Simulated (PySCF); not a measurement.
**C₆ coefficients of unlike pairs at TPSSh**

Calculated with PySCF 2.14 from the dipole response of each species, C₆(A,B) = (3/π) ∫ α_A(iu) α_B(iu) du, in atomic units, from isotropic polarisabilities. For ions this is the dispersion term alone; charge-induced terms of lower order in 1/R come first.

| species | configuration | basis | relativity | α (bohr³) | C₆ (like pair) |
| --- | --- | --- | --- | --- | --- |
| K | [Ar] 4s1 (2S) | x2c-QZVPPall with one added diffuse shell each of s, p, d, f type (12s8p5d4f) | spin-free X2C | 381.8 | 5799 |
| P²⁺ | [Ne] 3s2 3p1 (2P) | aug-cc-pwCVTZ (8s7p5d3f) | none | 9.380 | 34.36 |
| O | [He] 2s2 2p4 (3P) | x2c-TZVPPall with one added diffuse shell each of s, p, d type (6s4p3d1f) | spin-free X2C | 5.354 | 16.36 |
| Sn³⁺ | [Kr] 4d10 5s1 (2S) | aug-cc-pwCVTZ-DK3 with one added diffuse shell each of s, p, d, f type (11s10p8d5f1g) | spin-free X2C | 9.474 | 38.36 |

(1) Estimate C₆ for Sn³⁺ with K.

No spin-orbit coupling is included.

The other pairs:

```json
{"pair": "O, P²⁺", "C₆": "23.20"}
{"pair": "O, K", "C₆": "164.6"}
{"pair": "P²⁺, K", "C₆": "275.0"}
{"pair": "Sn³⁺, O", "C₆": "24.81"}
{"pair": "Sn³⁺, P²⁺", "C₆": "35.45"}
```

Answers

(1) The integral gives 277.1. The combination rule 2 C_A C_B / (C_A α_B/α_A + C_B α_A/α_B) gives 263.3 and the geometric mean 471.7.
